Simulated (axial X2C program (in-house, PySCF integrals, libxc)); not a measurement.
# Which molecule gave these maps?

PBE0 fields computed with an in-house all-electron X2C program for linear molecules (integrals from PySCF), 2c, near the equilibrium distance, one atom at z = 0.

The maps cover the half plane through the axis: z from -2.4 to 4.8 Å along the bond, ρ from 0.15 to 2.25 Å away from it.

log10 of the density in e/bohr³:

```
 ρ\z  -2.4  -1.8  -1.2  -0.6   0.0   0.6   1.2   1.8   2.4   3.0   3.6   4.2   4.8
0.15  -2.8  -2.4  -1.5  -0.3   1.5  -0.4  -1.3  -0.9   0.0  -0.3  -1.4  -2.4  -3.3
0.45  -2.8  -2.4  -1.7  -0.6   0.0  -0.6  -1.5  -1.1  -0.5  -0.7  -1.5  -2.5  -3.3
0.75  -2.8  -2.5  -1.9  -1.0  -0.6  -1.0  -1.7  -1.4  -1.0  -1.2  -1.8  -2.6  -3.4
1.05  -2.9  -2.6  -2.2  -1.5  -1.2  -1.6  -2.1  -1.8  -1.6  -1.7  -2.2  -2.9  -3.6
1.35  -3.0  -2.7  -2.4  -2.0  -1.8  -2.1  -2.4  -2.2  -2.1  -2.2  -2.6  -3.2  -3.8
1.65  -3.1  -2.8  -2.6  -2.4  -2.3  -2.5  -2.7  -2.6  -2.6  -2.7  -3.0  -3.5  -4.1
1.95  -3.2  -2.9  -2.7  -2.6  -2.6  -2.8  -3.0  -3.0  -3.0  -3.2  -3.4  -3.8  -4.3
2.25  -3.4  -3.1  -2.9  -2.8  -2.8  -3.0  -3.2  -3.4  -3.5  -3.6  -3.8  -4.2  -4.6
```

Electron localisation function (collinear form, no current term, damped to 0 at low density):

```
 ρ\z  -2.4  -1.8  -1.2  -0.6   0.0   0.6   1.2   1.8   2.4   3.0   3.6   4.2   4.8
0.15  0.83  0.17  0.47  0.59  0.34  0.56  0.19  0.92  0.11  0.87  0.92  0.73  0.20
0.45  0.85  0.21  0.31  0.81  0.20  0.80  0.15  0.88  0.76  0.91  0.89  0.68  0.15
0.75  0.88  0.34  0.14  0.75  0.82  0.75  0.10  0.78  0.80  0.85  0.80  0.56  0.08
1.05  0.90  0.57  0.10  0.37  0.70  0.37  0.07  0.59  0.64  0.70  0.62  0.37  0.03
1.35  0.89  0.80  0.23  0.14  0.25  0.09  0.05  0.34  0.38  0.44  0.37  0.16  0.01
1.65  0.84  0.91  0.60  0.23  0.15  0.07  0.05  0.15  0.17  0.19  0.16  0.04  0.00
1.95  0.70  0.92  0.86  0.60  0.35  0.15  0.05  0.05  0.06  0.06  0.04  0.01  0.00
2.25  0.43  0.85  0.92  0.85  0.66  0.32  0.06  0.02  0.02  0.01  0.01  0.00  0.00
```

Axial spin density in 10⁻³ e/bohr³:

```
 ρ\z  -2.4  -1.8  -1.2  -0.6   0.0  0.6   1.2   1.8    2.4   3.0   3.6   4.2   4.8
0.15   1.1   1.2  -1.2  15.9  -7.9  1.7  -2.4   4.7  171.1  40.7  -0.3  -0.3  -0.1
0.45   1.1   1.3  -0.5   4.9   0.1  0.1  -1.1  10.0  150.6  55.1   1.4  -0.2  -0.1
0.75   1.1   1.6   0.8   0.4  -1.2  0.4   0.2   8.9   53.1  27.4   2.0   0.0   0.0
1.05   1.0   1.7   1.9   1.8   1.7  1.4   0.8   5.1   16.9  10.3   1.4   0.1   0.0
1.35   0.8   1.6   2.3   2.8   2.8  1.7   0.8   2.5    5.5   3.7   0.8   0.1   0.0
1.65   0.7   1.3   2.1   2.7   2.6  1.5   0.7   1.1    1.9   1.4   0.4   0.1   0.0
1.95   0.5   1.0   1.7   2.1   1.9  1.1   0.6   0.6    0.7   0.5   0.2   0.0   0.0
2.25   0.4   0.7   1.2   1.5   1.3  0.8   0.4   0.3    0.3   0.2   0.1   0.0   0.0
```

Question: Which molecule is it?
A. ZrI⁺
B. BaB⁻
C. LiCu
D. SrN

Answer: D. SrN, with Sr at z = 0 and N at z = 2.583 Å, state Ω = 3/2 (⟨Sz⟩ = 1.50, ⟨Lz⟩ = 0.00 at PBE0), basis Sr dyall-cv3z [13s12p8d5f1g], N dyall-av3z [7s7p3d2f] (cores contracted in-house). Density functionals use the spin component along the axis (collinear). The state is one determinant with fixed occupations, lowest in a PBE0 search at one distance only: followed along the bond, the 2c determinant Ω = 1/2 reaches 0.08 eV lower at PBE0, at Re = 2.359 Å, so the state shown is not the lowest. With several unpaired electrons one determinant need not be a pure state. A state of lower Ω lies just above, and one determinant can place such states too high, so the state shown need not be the lowest. The search has Ω = 1/2 only 0.07 eV up. This is the top spin component of a Σ state; components of lower Ω are not single determinants and can lie lower.
